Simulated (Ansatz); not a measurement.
Relaxation of a periodic cell of 27 atoms, LiH17O9 (contents 8 H2O + 1 Li + 1 OH, density as packed 0.98 g/cm³ with natural masses), to a largest force component of 0.3 eV/Å in at most 15 steps.

Level of theory: DFT PBE-D3(BJ), scalar-relativistic, plane waves, PAW (Ansatz 0.2.0). Settings: accuracy low, cutoff 420 eV, k mesh 1x1x1, fermi-dirac smearing 0.02 eV, no spin polarisation.

```xyz
27
Lattice="6.5731 0.0000 0.0000 0.0000 6.5731 0.0000 0.0000 0.0000 6.5731" Properties=species:S:1:pos:R:3
O 4.325 3.701 1.175
H 4.261 4.450 0.564
H 4.306 2.925 0.596
O 3.474 3.766 4.936
H 3.404 4.705 5.163
H 3.171 3.309 5.734
O 1.166 1.648 3.692
H 1.416 1.034 2.986
H 0.636 2.321 3.240
O 5.073 0.467 6.488
H 4.858 1.341 6.130
H 5.138 -0.097 5.704
O 1.348 1.786 0.565
H 1.878 2.293 1.198
H 1.918 1.040 0.327
O 4.978 0.889 2.906
H 5.938 0.999 2.978
H 4.853 0.496 2.030
O 6.299 4.299 4.438
H 7.030 3.827 4.011
H 6.078 3.747 5.202
O 6.427 5.743 2.088
H 6.343 6.471 1.454
H 6.516 4.956 1.530
Li 3.110 5.741 2.681
O 1.441 5.570 5.352
H 1.991 6.367 5.205
```

Where does it end, and by what steps?

It did not converge within its limit. Limits of this set-up: coarse k mesh, low accuracy level. After 14 steps the energy has fallen by 7.951 eV; H3 moved furthest, 1.78 Å. Joined: O1–Li25, O22–Li25, Li25–O26.

```tsv
step	energy less start (eV)	largest force component (eV/Å)	accepted
0	0.0000	2.024	yes
1	-1.7639	1.847	yes
2	-2.8264	2.544	yes
3	-3.6109	2.697	yes
4	-4.3847	2.864	yes
5	-5.0620	1.787	yes
6	-5.7378	0.969	yes
7	-6.1674	1.012	yes
8	-6.5750	1.046	yes
9	-6.9320	1.276	yes
10	-7.1664	1.232	yes
11	-7.4169	0.879	yes
12	-7.6459	0.652	yes
13	-7.8007	0.742	yes
14	-7.9509	1.174	yes
```

```xyz
27
Lattice="6.5731 0.0000 0.0000 0.0000 6.5731 0.0000 0.0000 0.0000 6.5731" Properties=species:S:1:pos:R:3
O 4.020 4.503 1.670
H 3.967 4.239 0.692
H 4.614 3.848 2.087
O 3.846 3.864 5.685
H 3.162 4.491 5.208
H 3.335 3.039 5.846
O -0.333 1.390 3.792
H 0.246 0.881 3.173
H -0.048 2.344 3.763
O 5.606 0.194 6.367
H 5.864 0.745 5.565
H 5.138 -0.591 5.943
O 2.193 1.894 0.359
H 2.712 1.781 1.193
H 1.907 0.974 0.144
O 4.004 0.827 2.259
H 4.717 1.103 2.900
H 4.510 0.613 1.442
O 6.560 4.074 3.922
H 7.415 4.530 4.276
H 5.860 4.113 4.621
O 7.349 6.091 1.957
H 6.770 6.212 1.167
H 6.930 5.341 2.447
Li 2.868 5.745 2.650
O 2.209 5.360 4.401
H 1.958 6.187 4.847
```

Run time: 19 s on 1 thread of AMD EPYC 7R13 Processor (Zen 3), on a shared host, peak memory 0.41 GiB.
